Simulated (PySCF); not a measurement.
Molecule: C$_{6}$H$_{7}$ (charge 0, doublet). It need not be the lowest isomer of its formula. 
Geometry from a B3LYP-D3(BJ)/def2-TZVP (Ansatz) optimisation:
SMILES: C1=C[C]=C(C)C1
```xyz
13

C     -2.1961     0.0859    -0.1761
C     -0.7145     0.1279    -0.0333
C      0.1076     1.1273     0.2807
C      1.5134     0.7606     0.3184
C      1.5828    -0.5466     0.0104
C      0.1947    -1.0750    -0.2410
H     -2.6425    -0.6316     0.5187
H     -2.4900    -0.2223    -1.1838
H     -2.6331     1.0643     0.0200
H      2.3328     1.4229     0.5511
H      2.4772    -1.1491    -0.0544
H     -0.0620    -1.8873     0.4487
H      0.0906    -1.4777    -1.2551
```
Charge 0, spin multiplicity 2.

Dispersion corrections to the total energy (kcal/mol) from the dftd3 and dftd4 libraries through PySCF: D3(BJ) without and D4 with the three-body term, each with the damping fitted for the functional named.

```csv
functional,D3(BJ),D4
TPSS,-8.54,-8.99
B2PLYP,-5.31,-4.63
HSE06,-4.31,-5.12
B3LYP,(withheld),-10.62
LC-wPBE,-6.25,(withheld)
BLYP,-14.35,-14.92
PW6B95,-3.24,(withheld)
```

Task: Complete the blanks.

Result: 
- B3LYP, D3(BJ): -11.68
- LC-wPBE, D4: -7.33
- PW6B95, D4: -5.82
